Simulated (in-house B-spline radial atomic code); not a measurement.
A run on Ga³⁺ (an excited or competing configuration) that did not converge. Method: non-relativistic wB97X, spin-polarised, spherical fractional occupations, exact exchange averaged over the configuration, point nucleus; computed with an all-electron radial atomic-structure program (B-spline basis).

Command:
```bash
python run_scf.py task.json out
```
Settings:
```
Z                31
configuration    [Ar] 3d9 4f1
hamiltonian      nr
method           wb97x
spin_polarised   True
exact_exchange   averaged over the configuration
```

First and last ten iterations of the last attempt (damped for 15 steps, keeping 80 % of the old Fock matrix, then DIIS):
```
 iter        energy (Eh)    residual
    1       -1913.213997    4.20e-01
    2       -1915.567485    5.47e-01
    3       -1918.487726    3.55e-01
    4       -1919.897998    2.24e-01
    5       -1920.535932    1.39e-01
    6       -1920.808875    8.80e-02
    7       -1920.920937    5.49e-02
    8       -1920.965839    3.42e-02
    9       -1920.983741    2.27e-02
   10       -1920.990917    1.51e-02
  111       -1920.996367    4.55e-06
  112       -1920.996367    8.14e-06
  113       -1920.996367    1.39e-06
  114       -1920.996367    1.60e-06
  115       -1920.996367    1.44e-06
  116       -1920.996367    1.43e-06
  117       -1920.996367    1.40e-06
  118       -1920.996367    2.09e-06
  119       -1920.996367    2.00e-06
  120       -1920.996367    2.52e-06
 not converged after 120 iterations
```

The smallest residual met was 1.3e-06; the threshold is about 3e-07. Over the last five steps the energy moves by less than 1e-08 hartree, but the orbitals didn't meet the threshold. Cost of the run: 6.2 s on 1 thread of Intel(R) Xeon(R) 6975P-C, with other jobs on the host.
